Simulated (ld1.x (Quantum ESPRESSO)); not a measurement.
**scandium (Sc): one change to a TM potential, before and after**

scandium, norm-conserving Troullier–Martins (Kleinman–Bylander form), made with ld1.x (Quantum ESPRESSO) 7.5 (PBEsol, scalar-relativistic). Core [Ne] 3s2, reference 3p6 3d1 4s2 4p0. Waves: 3p (bound): rc 1.15 bohr; 3d (bound): rc 1.75 bohr; 4s (bound): rc 2.20 bohr. Local part: the s channel. Core correction: none.

Change: local potential the p channel.

Cutoffs: the cutoffs (Ry, on a coarse ladder) from which the occupation-weighted sum of valence levels, in a spherical-Bessel basis at the reference potential, stays within 10 and 1 mRy of its value at 400 Ry; they do not see the model core or the augmentation charge, which bear on the density cutoff. Errors are all-electron minus pseudo energies relative to the spin-unpolarised reference configuration.

Predict the effect on cutoff, ghosts and configuration errors.

The potential gets neither clearly harder nor softer (70 Ry and 120 Ry → 70 Ry and 110 Ry); a bound ghost appears in s, which as a rule spoils a file; of the 7 tests that both files solve, the error grows in 2 and shrinks in 4 by more than 15 % and 0.3 meV (median size 63.8 → 10.6 meV); the range in which the s phases agree widens (upper end 0.1 → 3.7); the range in which the p phases agree widens (upper end -1.1 → at the end of the scan). In the separable form a ghost depends on how the local part lies against the semilocal potential of the channel, so the choice of the local part can create or remove one.

```csv
quantity,base,changed
"cutoff, loose",70 Ry,70 Ry
"cutoff, tight",120 Ry,110 Ry
loose cutoff by channel (10 mRy a level),"p 30 Ry, d 55 Ry, s 10 Ry","s 12 Ry, d 55 Ry, p 30 Ry"
bound ghosts,none,s
"error for 3p6 3d1 4s1 4p0, meV [ΔE 6.90 eV]",+1.6,-1.9
"error for 3p6 3d1 4s0 4p0, meV [ΔE 19.55 eV]",+3.7,+11
"error for 3p6 3d0 4s0 4p0, meV [ΔE 44.37 eV]",-23,+121
"error for 3p6 3d1 4s0 4p2, meV [ΔE 5.68 eV]",-955,+6.9
"error for 3p6 3d2 4s0 4p0, meV [ΔE 7.54 eV]",-117,-42
"error for 3p6 3d1 4s1 4p1, meV [ΔE 2.79 eV]",-418,+3.6
"error for 3p6 3d2 4s1 4p0, meV [ΔE 1.66 eV]",-64,-22
s: phases at 2.40 bohr within 0.05 rad from the reference energy up to (Ry; the scan ends near 5),0.1,3.7
p: phases at 2.40 bohr within 0.05 rad from the reference energy up to (Ry; the scan ends near 5),-1.1,to the end of the scan
d: phases at 2.40 bohr within 0.05 rad from the reference energy up to (Ry; the scan ends near 5),0.5,2.1
```

Base: These tests converged, but a pseudo level misses the all-electron one widely, so the file describes the atom poorly there or has found another state: 3p6 3d0 4s0 4p0: empty 4p by 2.3 eV. A true bound ghost makes a file unfit for plane-wave use even where its test errors are small: the radial tests pick states by their node count and pass the ghost by.
